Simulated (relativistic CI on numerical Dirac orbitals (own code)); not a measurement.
Ti²⁺ in a cubic cluster: 2p photoemission with charge transfer

Computed with a charge-transfer multiplet model of a cubic metal-ligand cluster with up to one ligand hole, Slater and spin-orbit integrals from Dirac-Coulomb-Breit ions, Slater integrals scaled by 0.8. The ground state mixes d2 with configurations of k ligand holes L, whose averages lie at kΔ + k(k − 1)U_dd/2; a core hole lowers each added d electron by U_cd. 20 K, Lorentzian 0.6 eV and Gaussian 0.8 eV FWHM.

Atomic integrals in eV (Slater integrals scaled, ζ unscaled), ground: F2dd 6.578, F4dd 4.090, zeta_d 0.013; with the core hole: F2dd 8.213, F4dd 5.154, zeta_d 0.027, zeta_core 3.743, F2cd 4.498, G1cd 3.275, G3cd 1.857.

Cluster parameters (eV): U_dd = 5.4, U_cd = 7, 10Dq = 0.35, 10Dq(ligand) = 0.9, V(eg) = 1.3, V(t2g) = -0.62, final-state hopping factor = 1.

```tsv
Case	n_d	d2	d3L	S
Δ = 5.4 eV	2.17	0.83	0.17	1.00
Δ = 6.4 eV	2.14	0.86	0.14	1.00
Δ = 7.4 eV	2.11	0.89	0.11	1.00
Δ = 8.4 eV	2.09	0.91	0.09	1.00
Δ = 9.4 eV	2.08	0.92	0.08	1.00
```

Weights, n_d and S are thermal averages at 20 K. Binding energies count from the first peak over 30 % of the highest in each spectrum, which can be another peak from case to case. The parameters are a model scan and need not match a compound or its usual spin state. Peaks in eV (height, largest 100):
- Δ = 5.4 eV: 0.0 (100), 2.7 (33), 6.3 (80), 12.5 (17)
- Δ = 6.4 eV: 0.0 (100), 2.8 (31), 6.2 (71), 12.3 (13)
- Δ = 7.4 eV: 0.0 (100), 3.0 (27), 6.2 (63), 12.2 (9)
- Δ = 8.4 eV: 0.0 (100), 3.2 (23), 6.1 (56), 12.2 (6)
- Δ = 9.4 eV: 0.0 (100), 3.5 (18), 6.0 (51)

Curve for Δ = 6.4 eV (points under 2 left out, the grid thinned):

```
E (eV)  Intensity
  -3.7        2.0
  -3.3        2.5
  -2.8        3.6
  -2.4        5.0
  -2.0        7.8
  -1.5       17.6
  -1.1       39.8
  -0.7       73.7
  -0.2       98.0
   0.2       97.7
   0.6       76.7
   1.1       40.5
   1.5       26.4
   1.9       24.3
   2.4       28.7
   2.8       30.6
   3.2       28.8
   3.7       23.2
   4.1       20.0
   4.5       20.7
   5.0       28.7
   5.4       42.7
   5.9       64.9
   6.3       71.2
   6.7       58.9
   7.2       37.4
   7.6       27.4
   8.0       23.1
   8.5       20.6
   8.9       17.5
   9.3       14.0
   9.8       10.4
  10.2        8.5
  10.6        7.3
  11.1        7.1
  11.5        8.6
  11.9       11.3
  12.4       12.7
  12.8       10.3
  13.2        7.1
  13.7        4.9
  14.1        4.3
  14.5        4.1
  15.0        3.1
  15.4        2.0
```

For the case Δ = 8.4 eV, Δ = 8.4 eV is larger than U_dd = 5.4 eV, the Mott-Hubbard side of the Zaanen-Sawatzky-Allen scheme. With the core hole the configuration with one ligand hole lies at Δ − U_cd = -1.6, -0.6, 0.4, 1.4, 2.4 eV from the one without, in the order of the table; where this is negative the screened configuration lies lower, though the effective hopping of about 2.8 eV (from the holes of the mixed ground state) mixes the two strongly wherever it is as large as the gap.

With at most 1 ligand hole the space is cut while the next configuration still counts, so covalency is underestimated, and a final configuration with one more ligand hole, which can lie low, is missing from the spectra.
